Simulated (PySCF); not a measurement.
## Dipole moment and polarisability of `CCCO[C@H](C)F`

Species: C5H11FO.
Numbering: `[CH3:1][CH2:2][CH2:3][O:4][C@H:5]([CH3:6])[F:7]` (hydrogens: H8, H9, H10 on C1; H11, H12 on C2; H13, H14 on C3; H15 on C5; H16, H17, H18 on C6)

Cartesian coordinates in Å at the GFN2-xTB level; atoms count from 1:
```xyz
18
C5H11FO angstrom
C     -2.8795   -0.1438   -0.0776
C     -1.4023   -0.4730    0.0916
C     -0.5693    0.1555   -1.0254
O      0.7910   -0.2553   -1.0318
C      1.6134    0.3087   -0.0959
C      3.0635    0.0593   -0.4701
F      1.3855   -0.2576    1.1595
H     -3.4579   -0.5922    0.7256
H     -3.0386    0.9321   -0.0558
H     -3.2514   -0.5254   -1.0260
H     -1.2545   -1.5540    0.0666
H     -1.0516   -0.1120    1.0595
H     -0.9514   -0.1614   -1.9992
H     -0.6208    1.2528   -0.9658
H      1.4007    1.3853    0.0496
H      3.2129   -1.0077   -0.6069
H      3.2898    0.5754   -1.3972
H      3.7118    0.4196    0.3231
```

Level: PBE0/def2-SVPD (PySCF), static field, nuclei fixed, core orbitals frozen in the response. The polarisability tensor in these axes (au):

```
x   82.31  0.79  0.25
y    0.79 60.91 -0.84
z    0.25 -0.84 62.83
```

Problem. Diagonalise the tensor; give its mean and Δα, where Δα² is half the sum of the squared differences of the eigenvalues.

Solution. Principal values 60.57, 63.14 and 82.34 au; mean 68.68 au = 10.18 Å³ = 11.32 × 10⁻⁴⁰ C²·m²/J; Δα = 20.61 au (30 % of the mean).

Problem. What is the dipole moment, and where does it point?

Solution. (-0.43, 1.30, -0.85) D, 1.61 D in size, pointing from the negative to the positive side. Measured along this direction, the outermost atoms are H16 at the negative end and H14 and H9 at the positive end.

Problem. Find the Langevin capture rate constant for NO+ (29.998 u) meeting this molecule (106.079 u), k = 2.342 × 10⁻⁹ cm³/s × √(α in Å³ / reduced mass in u).

Solution. The reduced mass is 23.38 u, so k = 1.55 × 10⁻⁹ cm³/s. The formula leaves out the permanent dipole, which adds to the capture rate.

Problem. What are the principal values of the traceless quadrupole moment, Θ = ½Σq(3rr − r²1), about the centre of nuclear charge?

Solution. -5.18, -0.59, 5.77 D·Å. The values depend on the origin, since the dipole doesn't vanish. The electronic extent ⟨r²⟩ about the same centre is 1077 bohr², a root-mean-square distance of 2.28 Å for the 58 electrons.

Problem. Rayleigh depolarisation ratio (linearly polarised light, static tensor)?

Solution. ρ = 3Δα²/(45ᾱ² + 4Δα²) = 1274.5/(212293 + 1699.3) = 0.00596.

Problem. Along which axes do the principal values lie, and how far do the nuclei extend along each?

Solution. Largest value along (1.00, 0.04, 0.01), where the nuclei span 7.20 Å; middle along (0.00, -0.35, 0.94), 3.00 Å; least along (-0.04, 0.94, 0.35), 2.64 Å. The response follows the extents in order.

Problem. Molar refractivity from α?

Solution. Lorentz–Lorenz: R = (4π/3)N_A α = 2.5225 cm³/(mol·Å³) × 10.18 Å³ = 25.7 cm³/mol, in the limit of long wavelengths.

One conformer (not necessarily the lowest) at the GFN2-xTB geometry, without solvent, vibrations or thermal averaging.

The run behind these numbers computed excited states as well. Hardware: one thread, Arm Neoverse V1 (aarch64), no GPU, shared host with 32 logical CPUs at a one-minute load of 15. Cost: 42 s wall, 0.90 GiB resident at most.
